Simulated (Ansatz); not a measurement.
```yaml
crystal:
  periodic: [false, false, false]
  atoms:
    - {symbol: C, position_ang: [-0.232274, 1.103485, -0.112360]}
    - {symbol: In, position_ang: [0.196551, -0.967271, 0.102805]}
    - {symbol: Cl, position_ang: [1.981065, -1.815441, 1.323886]}
    - {symbol: Xx, position_ang: [-1.053600, -2.673158, -0.857733]}
    - {symbol: H, position_ang: [-1.273295, 1.227514, -0.405020]}
    - {symbol: H, position_ang: [-0.036948, 1.609087, 0.832136]}
    - {symbol: H, position_ang: [0.418500, 1.515794, -0.883714]}
basis:
  gaussian: {orbitals: STO-3G}
total_charge: -1
magnetization: {spin_polarized: true, initial_magnetization: 1}
hamiltonian: {xc: {name: PBE0-DH}}
output: {forces: true}
```

```sh
$ ansatz run in.yaml --threads 4 --pin off --events-out ev --progress --plain --max-ram 10444MiB
```

Task: How does Ansatz answer? (Best estimate.)

Result: Computed: The input was rejected before any iteration.
```
Error: YAML parse error: error: line 7 column 16: `Xx` is not an element symbol (H … Og, case-exact)
 --> <input>:7:16
5 |     - {symbol: In, position_ang: [0.196551, -0.967271, 0.102805]}
6 |     - {symbol: Cl, position_ang: [1.981065, -1.815441, 1.323886]}
7 |     - {symbol: Xx, position_ang: [-1.053600, -2.673158, -0.857733]}
8 |     - {symbol: H, position_ang: [-1.273295, 1.227514, -0.405020]}
9 |     - {symbol: H, position_ang: [-0.036948, 1.609087, 0.832136]}
```
